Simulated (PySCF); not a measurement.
A species of formula C6H15OPSi has this rotational fingerprint, computed with PBE0/pcSseg-1 in PySCF (dipole) on a GFN2-xTB geometry, gas phase:

```
Rotational constants : A = 1230, B = 949.8, C = 647.5 MHz
Dipole components    : |μa| = 0.70 D, |μb| = 0.18 D, |μc| = 3.37 D
Inertial defect      : -162.55 u·Å²
κ                    : 0.04
```

Question: Which structure is it? (One computed conformer of each.)
A. `[CH3:1][CH2:2][Si@H:3]1[CH2:4][CH2:5][P@H:6](=[O:7])[CH2:8][CH2:9]1` with C1–C2–Si3–C4 178°, C2–Si3–C4–C5 172°, Si3–C4–C5–P6 -58°, C4–C5–P6–O7 -171°, C5–P6–C8–C9 -61°
B. `[CH3:1][O:2][CH:3]1[CH2:4][CH2:5][P:6]([SiH3:7])[CH2:8][CH2:9]1` with C1–O2–C3–C4 -78°, O2–C3–C4–C5 -59°, C3–C4–C5–P6 -67°, C4–C5–P6–Si7 162°, C5–P6–C8–C9 -61°
C. `[CH3:1][C@@H:2]1[CH2:3][CH2:4][P@H:5](=[O:6])[CH2:7][C@@H:8]1[SiH3:9]` with C1–C2–C3–C4 -63°, C2–C3–C4–P5 -57°, C3–C4–P5–O6 173°, C4–P5–C7–C8 -46°
D. `[CH3:1]/[CH:2]=[CH:3]\[P@@:4](=[O:5])([CH2:6][CH3:7])[CH2:8][SiH3:9]` with C2–C3–P4–O5 -38°, C3–P4–C6–C7 -178°, C3–P4–C8–Si9 71°
E. `[CH2:1]=[CH:2][P@@:3](=[CH2:4])([CH2:5][SiH3:6])[CH2:7][O:8][CH3:9]` with C1–C2–P3–C4 -27°, C2–P3–C5–Si6 59°, C2–P3–C7–O8 -55°, P3–C7–O8–C9 -173°

Answer: D. It is C/C=C\[P@@](=O)(CC)C[SiH3], an asymmetric top, point group C1. The candidates at the same level (rigid rotor, commonest isotopes):

```tsv
SMILES	A (MHz)	B (MHz)	C (MHz)	μa (D)	μb (D)	μc (D)	Δ (u·Å²)	point group	rotor
COC1CCP([SiH3])CC1	2082	671.3	647.5	2.16	0.55	0.26	-215.02	C1	near-prolate asymmetric top
C/C=C\[P@@](=O)(CC)C[SiH3]	1230	949.8	647.5	0.70	0.18	3.37	-162.55	C1	asymmetric top
CC[Si@H]1CC[P@H](=O)CC1	2700	629.5	542.8	4.67	0.50	0.54	-58.95	C1	near-prolate asymmetric top
C=C[P@@](=C)(C[SiH3])COC	1459	854.7	749.8	2.72	2.10	0.65	-263.63	C1	asymmetric top
C[C@@H]1CC[P@H](=O)C[C@@H]1[SiH3]	1781	819.0	646.9	3.18	2.53	1.59	-119.51	C1	asymmetric top
```

`C=C[P@@](=C)(C[SiH3])COC` has A 19 % too high; `COC1CCP([SiH3])CC1` has A 69 % too high; `C[C@@H]1CC[P@H](=O)C[C@@H]1[SiH3]` has A 45 % too high; `CC[Si@H]1CC[P@H](=O)CC1` has A 120 % too high. No structure here is proved a minimum.
